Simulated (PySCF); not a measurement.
Two species compared at the same levels of theory.

First species: C4H3F3O2.
SMILES: `O=C1CO[C@@]1(F)C(F)F`

Second species: C7H8O2.
SMILES: `C#CC(=O)OC1CCC1`

Levels: PBE0/def2-SVPD for dipole moment, HOMO energy, LUMO energy, HOMO–LUMO gap, static isotropic polarisability and electronic spatial extent ⟨r²⟩ about the centre of nuclear charge; TDDFT PBE0/def2-SVPD for lowest singlet excitation; TDA PBE0/def2-SVPD for lowest triplet excitation (Tamm–Dancoff); GFN2-xTB for rotational constant A and rotational constant C. Geometries: GFN2-xTB. Each structure is a single optimised conformer of the isolated species, non-relativistic unless stated. Electronic properties by PySCF.

The conformers computed, where there is a choice (atom-mapped SMILES and torsion angles):
- `[O:1]=[C:2]1[CH2:3][O:4][C@@:5]1([F:6])[CH:7]([F:8])[F:9]`: O4–C5–C7–F8 52°
- `[CH:1]#[C:2][C:3](=[O:4])[O:5][CH:6]1[CH2:7][CH2:8][CH2:9]1`: C2–C3–O5–C6 180°, C3–O5–C6–C7 126°

| property | column X | column Y |
| --- | --- | --- |
| dipole moment | 2.28 D | 2.49 D |
| HOMO energy | -8.31 eV | -8.39 eV |
| LUMO energy | -1.36 eV | -2.13 eV |
| HOMO–LUMO gap | 6.95 eV | 6.26 eV |
| lowest singlet excitation | 4.95 eV | 4.08 eV |
| lowest triplet excitation (Tamm–Dancoff) | 4.50 eV | 3.46 eV |
| static isotropic polarisability | 86.6 au | 54.0 au |
| electronic spatial extent ⟨r²⟩ about the centre of nuclear charge | 1472 bohr² | 961 bohr² |
| rotational constant A | 4.414 GHz | 2.170 GHz |
| rotational constant C | 0.793 GHz | 1.434 GHz |

Task: Which column belongs to which species?

Result: Column X is the second species and column Y the first. The first has 12 atoms and 70 electrons, the second 17 and 66.

Task: How does each property change from the first species to the second?

Result: dipole moment -0.21 D; HOMO energy +0.08 eV; LUMO energy +0.77 eV; HOMO–LUMO gap +0.69 eV; lowest singlet excitation +0.87 eV; lowest triplet excitation (Tamm–Dancoff) +1.04 eV; static isotropic polarisability +32.6 au; electronic spatial extent ⟨r²⟩ about the centre of nuclear charge +511 bohr²; rotational constant A +2.244 GHz; rotational constant C -0.641 GHz.

On the first: The vertical singlet–triplet gap S1 − T1 is 0.62 eV (TDDFT singlet less Tamm–Dancoff triplet; S1: HOMO→LUMO, weight 0.96; T1: HOMO→LUMO, weight 0.95). In wavenumbers S1 is 32900 cm⁻¹ (1 eV = 8065.54 cm⁻¹).

On the second: The 6 singlets span 4.95 to 7.17 eV, and their oscillator strengths add up to 0.22. In atomic units the dipole is 0.90 e·bohr (1 au = 2.5417 D).
